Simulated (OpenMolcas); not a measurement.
**Cr⁴⁺: effect of the basis set**

| Property | Result |
| --- | --- |
| Program | OpenMolcas 26.06 |
| Method | SS-CASPT2, IPEA 0.25 Eh, imaginary shift 0.1 Eh (closed shells correlated: 3s 3p) |
| Active space | 2 electrons in 5 orbitals (3d) |
| State averaging | 2S+1 = 3 even, 10 roots; 2S+1 = 1 even, 15 roots |
| Spin-orbit coupling | RASSI with atomic mean-field integrals over the reference wave functions, term energies averaged over their components |

A. ANO-R1 [5s3p3d1f], X2C, finite nucleus; CASPT2 step roughly 2.1 core-seconds
B. ANO-R2 [6s4p4d2f], X2C, finite nucleus; CASPT2 step roughly 6 core-seconds
C. ANO-RCC-VTZP [6s5p3d2f1g], DKH2, point nucleus; CASPT2 step roughly 4 core-seconds
D. ANO-L-VTZP [6s5p3d2f1g], non-relativistic, point nucleus; CASPT2 step roughly 4 core-seconds
E. ANO-R3 [7s5p5d3f1g], X2C, finite nucleus; CASPT2 step roughly 9 core-seconds
F. ANO-RCC-VQZP [7s6p4d3f2g1h], DKH2, point nucleus; CASPT2 step roughly 8 core-seconds

Energies in cm-1 above 3d2 3F2, the measured ground level; measured values from Sugar and Corliss, J. Phys. Chem. Ref. Data 6, 317 (1977).

```csv
Level,A,B,C,D,E,F,Measured
3d2 3F2,0.0,0.0,0.0,0.0,0.0,0.0,0.0
3d2 3F3,487,515,509,544,499,505,508
3d2 3F4,1108,1171,1157,1236,1136,1148,1142
3d2 1D2,13450,13500,12920,13630,13090,12990,13188
3d2 3P0,16170,16280,16080,16770,16260,16260,15492
3d2 3P1,16340,16470,16260,16970,16440,16440,15677
3d2 3P2,16720,16860,16650,17380,16820,16820,16041
3d2 1G4,22960,23130,22480,23250,22600,22400,22019
3d2 1S0,53920,52680,52150,53920,51780,51680,51146
```

Deviations, from unrounded energies. A percentage is the sum of absolute deviations over the sum of measured energies, with the sign that they share, or ± where signs differ.

```
                        Against measurement  Levels     A     B     C     D     E     F
             mean absolute deviation (cm-1)       8   760   670   440  1100   450   430
      fine structure of the ground term (%)       2  -3.3  +2.2  +1.0  +7.9  -0.9  ±0.6
other terms of the ground configuration (%)       6  +4.5  +4.0  ±2.6  +6.3  ±2.7  ±2.6
```

C, E, F lie about equally close to measurement and D furthest from it. The largest miss of F in the table is 3d2 3P2, by +780 cm-1. The ranking rests on the paired levels alone, and a cruder setting can come out closer through cancelling errors.

The two smallest mean deviations differ by little beside CASPT2's spread within terms, so their order carries little weight.

Among A to F the level of the table that moves most is 3d2 1S0, by 2200 cm-1 (lowest in F, highest in A). Moves below CASPT2's spread within the term are not significant.

Term energies are means over components that CASPT2 splits; among the terms shown or strongly mixed into the levels shown the widest spread is 930 cm-1 (3d2 1G, F). The basis is small and was not contracted for so high a charge (holds for A). Measured partners are found by configuration, term and J. A level has none where our copy of the source lacks it or the pairing is in doubt (some pairs that miss far off the trend of their configuration count as doubtful), and it then counts in no deviation. Levels of configurations outside the active space are missing.
